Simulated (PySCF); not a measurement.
Work out the structure from these simulated measurements.

Elements present: C, H, N and P. Monoisotopic mass: 124.0190 u.

| Item | Value |
| --- | --- |
| 13C NMR | chemical shifts (computed TMS as zero) by class: 164.3 (1 C), 162.8 (1 C), 92.5 (1 C), 83.4 (1 C), 42.6 (1 C) ppm [GIAO PBE0/pcSseg-1] |
| UV, first state | lowest singlet excitation: 5.24 eV (237 nm, f = 0.128) [TDDFT wB97X-D/def2-SVPD] |
| NMR, other nuclei | isotropic shieldings of nuclei other than C and H, by class: -124 (1 N), 25 (1 N), 160 (1 P) ppm [GIAO PBE0/pcSseg-1] |
| Polarisability | 97.9 au [wB97X-D/def2-SVPD] |
| 1H NMR | chemical shifts (computed TMS as zero) by class: 8.57 (1 H), 4.21 (3 H), 3.19 (1 H) ppm [GIAO PBE0/pcSseg-1] |
| Rotational structure | rotational constants A, B, C: 3.476, 1.364, 0.986 GHz [GFN2-xTB] |

The electronic properties come from PySCF, for the isolated species, density fitting. Levels stand in brackets. Geometry: GFN2-xTB; no solvent, vibrations or thermal averaging. NMR values are class means; diastereotopic atoms form classes of their own.

Question: Which formula fits the mass and the elements?

Answer: C5H5N2P (calculated 124.0190). No other formula that holds each of these elements comes within 0.0003 u with a fitting electron parity and a possible valence count.

Question: What is the compound? Reason from the data.

Answer: Numbering: `[CH:1]#[C:2][c:3]1[n:4][n:5]([CH3:6])[cH:7][p:8]1`. 5 carbons fall into 5 classes; from least to most shielded: aromatic CH next to a ring nitrogen [C7] (164.3 ppm), substituted aromatic carbon [C3] (162.8 ppm), terminal alkyne carbon [C1] (92.5 ppm), alkyne carbon [C2] (83.4 ppm), N-methyl carbon [C6] (42.6 ppm). Hydrogen classes from least to most shielded: 1 H on an aromatic CH next to a ring nitrogen, C7 (8.57 ppm), 3 H on an N-methyl carbon, C6 (4.21 ppm, a mean of values up to 0.6 ppm apart in this geometry), 1 H on a terminal alkyne carbon, C1 (3.19 ppm). The other shieldings belong to: -124 ppm, pyridine-type nitrogen [N4]; 25 ppm, pyrrole-type nitrogen [N5]; 160 ppm, phosphorus bonded to 2 C [P8]. By its constants the optimised geometry is an asymmetric top. Structure: `C#Cc1nn(C)cp1`. Computed isomers that give other values at the same levels: `Cn1cpc(C#N)c1` (13C chemical shifts (computed TMS as zero) by class: 162.2 (1 C), 142.9 (1 C), 123.2 (1 C), 121.3 (1 C), 40.2 (1 C) ppm). The assignments are read from this structure; whether some other isomer fits the data as well wasn't checked.
